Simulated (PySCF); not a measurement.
A PySCF script (with the pyscf-properties extension) for the NMR shieldings of tert-Butyl isocyanate, C₅H₉NO, on a PBE0-D3(BJ)/def2-TZVP geometry:

```python
import basis_set_exchange as bse
import numpy as np
from pyscf import gto, dft
from pyscf.prop import nmr

atoms = """
C    -0.039334   -0.889206    1.168061
C    -0.086748   -0.036461   -0.094594
C    -0.143804    1.445039    0.260302
C    -1.286282   -0.421970   -0.948942
N     1.107736   -0.288816   -0.885622
C     2.295070   -0.216601   -0.752518
O     3.463682   -0.186370   -0.737810
H     0.040426   -1.947425    0.913177
H    -0.948216   -0.742557    1.755735
H     0.817678   -0.616157    1.787860
H    -1.053621    1.661764    0.824462
H     0.715315    1.730060    0.871632
H    -0.143484    2.056103   -0.643911
H    -1.239632   -1.478025   -1.220130
H    -1.306660    0.167240   -1.867310
H    -2.212593   -0.243561   -0.399549
"""
names = dict.fromkeys(["C", "N", "O", "H"], "pcSseg-2")
basis = {el: gto.basis.parse(bse.get_basis(n, elements=[el], fmt="nwchem")) for el, n in names.items()}
mol = gto.M(atom=atoms, basis=basis, charge=0, verbose=0)
mf = dft.RKS(mol, xc="HYB_GGA_XC_WB97X_D")
mf.grids.level = 2
mf.grids.alignment = dft.numint.BLKSIZE   # the property module wants whole blocks of grid points
mf.conv_tol = 1e-9
mf.kernel()

calc = nmr.RKS(mf)   # GIAO
C = mf.mo_coeff
Co = C[:, mf.mo_occ > 0]
resp = mf.gen_response(singlet=True, hermi=2)
def vind(x):   # induced exchange potential for any number of trial vectors
    d = np.einsum("pi,xij,qj->xpq", C, 2 * x.reshape(-1, C.shape[1], Co.shape[1]), Co, optimize=True)
    return np.einsum("xpq,pi,qj->xij", resp(d - d.transpose(0, 2, 1)), C, Co, optimize=True).ravel()
mo1, _ = nmr.rhf.solve_mo1(calc, with_cphf=vind)
sigma = calc.kernel(mo1)
for i, s in enumerate(sigma):   # ppm
    print("%2d %-2s %9.2f" % (i, mol.atom_pure_symbol(i), np.trace(s) / 3))
```

Task: Give the expected output.

Result: 
```
 0 C     150.44
 1 C     128.19
 2 C     150.47
 3 C     152.83
 4 N     192.75
 5 C      53.00
 6 O     188.58
 7 H      30.07
 8 H      30.43
 9 H      30.26
10 H      30.44
11 H      30.27
12 H      30.08
13 H      30.37
14 H      30.37
15 H      30.81
```

These numbers come from an equivalent density-fitted implementation of the same equations, which agrees with the script to about 0.01 ppm for H and up to a few tenths of a ppm for heavy atoms, so last digits may differ.

Task: Turn these shieldings into chemical shifts. δ = σ(ref) − σ, references computed at the same level: 13C (186.29 ppm) and 1H (31.63 ppm) against TMS; 15N (262.16 ppm) against NH3; 17O (328.24 ppm) vs H2O.

Result: Averaging equivalent atoms: C 5: 133.3; C 1: 58.1; C 0/2/3: 35.0; N 4: 69.4; O 6: 139.7; H 7/8/9/10/11/12/13/14/15: 1.29 ppm. Experimental scales use liquid or dissolved standards, which lie at an offset from isolated NH3 (liquid NH3: subtract about 20 ppm) and H2O (liquid H2O: subtract about 36 ppm).

Size and cost of the density-fitted run: 378 basis functions, 110 s wall time on 1 thread of an AMD EPYC 7R43 64-Core, shared host; peak memory 1.9 GiB.
